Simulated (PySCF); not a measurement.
## Bond curve of BeO⁺

Set-up: Be cc-pVDZ, O cc-pVDZ; no relativity (PySCF 2.14). Energies in eV from Be⁺ + O in their ground configurations at the same level. State: ²Π (doublet), unpaired electrons π ↑.

All columns are M06-2X. A positive dipole points towards O; it is taken about the centre of mass and depends on that origin.

```json
{"R (Å)": "1.248", "E (eV)": "-2.863", "μ (D)": "-6.70", "Mulliken charge on Be (basis-dependent)": "0.75", "HOMO (eV)": "-19.43", "LUMO (eV)": "-12.05", "Mayer bond order": "1.86", "⟨S²⟩": "0.75"}
{"R (Å)": "1.306", "E (eV)": "-3.380", "μ (D)": "-6.97", "Mulliken charge on Be (basis-dependent)": "0.79", "HOMO (eV)": "-18.97", "LUMO (eV)": "-11.64", "Mayer bond order": "1.80", "⟨S²⟩": "0.75"}
{"R (Å)": "1.364", "E (eV)": "-3.667", "μ (D)": "-7.24", "Mulliken charge on Be (basis-dependent)": "0.84", "HOMO (eV)": "-18.55", "LUMO (eV)": "-11.26", "Mayer bond order": "1.73", "⟨S²⟩": "0.75"}
{"R (Å)": "1.407", "E (eV)": "-3.767", "μ (D)": "-7.44", "Mulliken charge on Be (basis-dependent)": "0.88", "HOMO (eV)": "-18.25", "LUMO (eV)": "-11.03", "Mayer bond order": "1.69", "⟨S²⟩": "0.75"}
{"R (Å)": "1.451", "E (eV)": "-3.790", "μ (D)": "-7.64", "Mulliken charge on Be (basis-dependent)": "0.92", "HOMO (eV)": "-17.97", "LUMO (eV)": "-10.96", "Mayer bond order": "1.64", "⟨S²⟩": "0.75"}
{"R (Å)": "1.494", "E (eV)": "-3.751", "μ (D)": "-7.84", "Mulliken charge on Be (basis-dependent)": "0.95", "HOMO (eV)": "-17.70", "LUMO (eV)": "-11.01", "Mayer bond order": "1.60", "⟨S²⟩": "0.75"}
{"R (Å)": "1.553", "E (eV)": "-3.624", "μ (D)": "-8.09", "Mulliken charge on Be (basis-dependent)": "0.99", "HOMO (eV)": "-17.38", "LUMO (eV)": "-11.10", "Mayer bond order": "1.54", "⟨S²⟩": "0.75"}
{"R (Å)": "1.625", "E (eV)": "-3.378", "μ (D)": "-8.39", "Mulliken charge on Be (basis-dependent)": "1.03", "HOMO (eV)": "-17.01", "LUMO (eV)": "-11.19", "Mayer bond order": "1.48", "⟨S²⟩": "0.76"}
{"R (Å)": "1.712", "E (eV)": "-2.999", "μ (D)": "-8.71", "Mulliken charge on Be (basis-dependent)": "1.07", "HOMO (eV)": "-16.64", "LUMO (eV)": "-11.33", "Mayer bond order": "1.41", "⟨S²⟩": "0.76"}
{"R (Å)": "1.828", "E (eV)": "-2.428", "μ (D)": "-8.98", "Mulliken charge on Be (basis-dependent)": "1.09", "HOMO (eV)": "-16.31", "LUMO (eV)": "-11.75", "Mayer bond order": "1.32", "⟨S²⟩": "0.77"}
```

A fit through these points gives, at Re = 1.444 Å, μ = -7.61 D and dμ/dR = -4.55 D/Å; the reduced mass is 5.764 u.

Problem. How strong is the fundamental in the double-harmonic approximation, I = 42.26·(dμ/dR)²/μred km/mol?

Solution. I = 42.26·(-4.55)²/5.764 = 152 km/mol at M06-2X.

For an ion De counts to the pair picked by the measured ionisation energies or electron affinities, which need not be the lowest pair at this level. The state is the lowest determinant that a PBE0 search found; another state may lie lower at other levels.
